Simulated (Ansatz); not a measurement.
`[C][Se]`, relaxed with RKS PBE-D4/def2-SVP in the Gaussian-basis code of Ansatz from a rough embedded geometry. The force threshold is 0.03 eV/Å; the program also tests the step.

Total charge 0; spin multiplicity 1.

Start:

```xyz
2

C     0.307   -0.333    0.692
Se   -0.307    0.333   -0.692
```

| step | energy (eV) | largest force (eV/Å) | largest move (Å) |
| --- | --- | --- | --- |
| 1 | -66363.8779 | 1.767 | 0.000 |
| 2 | -66363.9068 | 0.620 | 0.012 |
| 3 | -66363.9113 | 0.034 | 0.007 |
| 4 | -66363.9113 | 0.002 | 0.000 |

End:

```xyz
2

C     0.315   -0.340    0.709
Se   -0.315    0.340   -0.709
```

Run time 1.5 s (2 threads of an AMD EPYC 7R13 on a shared host); peak host memory 0.22 GiB.
